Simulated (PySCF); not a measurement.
## Single point on PbSe⁺

State: ²Π (doublet), unpaired electrons π ↑.

An equivalent input (the run itself took its basis sets from the Basis Set Exchange, started from a PBE0 density and held the occupation σ 12α 12β, πx 6α 6β, πy 6α 5β, δx 2α 2β, δy 2α 2β):

```python
from pyscf import gto, scf, cc
mol = gto.M(atom='Pb 0 0 0; Se 0 0 2.604', basis={'Pb': 'def2-SVP', 'Se': 'def2-SVP'}, ecp={'Pb': 'def2-SVP'},
            charge=1, spin=1, verbose=4, symmetry='C2v')
mf = scf.UHF(mol)
mf.irrep_nelec = {'A1': (14, 14), 'A2': (2, 2), 'B1': (6, 6), 'B2': (6, 5)}
mf.conv_tol = 1e-9
mf.max_cycle = 60
mf.diis_space = 10
mf.kernel()
mycc = cc.CCSD(mf, frozen=[[0, 1, 2, 3, 4, 5, 6, 7, 8, 9, 10, 11, 12, 54, 55, 56, 57], [0, 1, 2, 3, 4, 5, 6, 7, 8, 9, 10, 11, 12, 54, 55, 56, 57]])
mycc.run(conv_tol=1e-7, conv_tol_normt=1e-5, max_cycle=80, diis_space=8)
et = mycc.ccsd_t()
```

The SCF ended at -2591.16722911 hartree. The coupled-cluster part of the log:

```
******** <class 'pyscf.cc.uccsd.UCCSD'> ********
CC2 = 0
CCSD nocc = (15, 14), nmo = (41, 41)
frozen orbitals [[0, 1, 2, 3, 4, 5, 6, 7, 8, 9, 10, 11, 12, 54, 55, 56, 57], [0, 1, 2, 3, 4, 5, 6, 7, 8, 9, 10, 11, 12, 54, 55, 56, 57]]
max_cycle = 80
direct = 0
conv_tol = 1e-07
conv_tol_normt = 1e-05
diis_space = 8
diis_start_cycle = 0
diis_start_energy_diff = 1e+09
Init t2, MP2 energy = -0.272778227615774
Init E_corr(UCCSD) = -0.27277822761968
cycle = 1  E_corr(UCCSD) = -0.277068991116523  dE = -0.0042907635  norm(t1,t2) = 0.0919285
cycle = 2  E_corr(UCCSD) = -0.285863678116325  dE = -0.008794687  norm(t1,t2) = 0.0322142
cycle = 3  E_corr(UCCSD) = -0.286531897917523  dE = -0.000668219801  norm(t1,t2) = 0.0240435
cycle = 4  E_corr(UCCSD) = -0.288734111636926  dE = -0.00220221372  norm(t1,t2) = 0.0135313
cycle = 5  E_corr(UCCSD) = -0.288688967205335  dE = 4.51444316e-05  norm(t1,t2) = 0.00522176
cycle = 6  E_corr(UCCSD) = -0.288510378342845  dE = 0.000178588862  norm(t1,t2) = 0.00150694
cycle = 7  E_corr(UCCSD) = -0.288579888672854  dE = -6.951033e-05  norm(t1,t2) = 0.000647123
cycle = 8  E_corr(UCCSD) = -0.288581713898699  dE = -1.82522585e-06  norm(t1,t2) = 0.000264679
cycle = 9  E_corr(UCCSD) = -0.288577403668445  dE = 4.31023025e-06  norm(t1,t2) = 0.000144394
cycle = 10  E_corr(UCCSD) = -0.288580221030742  dE = -2.8173623e-06  norm(t1,t2) = 6.19383e-05
cycle = 11  E_corr(UCCSD) = -0.288580245641986  dE = -2.46112443e-08  norm(t1,t2) = 3.00137e-05
cycle = 12  E_corr(UCCSD) = -0.28858017268783  dE = 7.29541566e-08  norm(t1,t2) = 1.2996e-05
cycle = 13  E_corr(UCCSD) = -0.288580305230559  dE = -1.32542729e-07  norm(t1,t2) = 6.93874e-06
cycle = 14  E_corr(UCCSD) = -0.28858025718641  dE = 4.8044149e-08  norm(t1,t2) = 2.85347e-06
UCCSD converged
E(UCCSD) = -2591.455809365855  E_corr = -0.28858025718641
UCCSD(T) correction = -0.00992104780234907
```

T1 diagnostic 0.018, D1 0.084, 29 electrons correlated, 4 of the virtual orbitals (those above 20 hartree) left out.

Repeating this along the bond gives Re = 2.626 Å and ωe = 222 cm⁻¹.

A point of this curve took 6.8 CPU seconds beside 0.29 for the integrals, on AMD EPYC 9R14 (shared host).

Correlated steps freeze 13 core orbitals. Spin–orbit coupling is left out, which matters for elements this heavy, above all for dissociation energies. The state was picked by a PBE0 search and need not be the measured ground state.
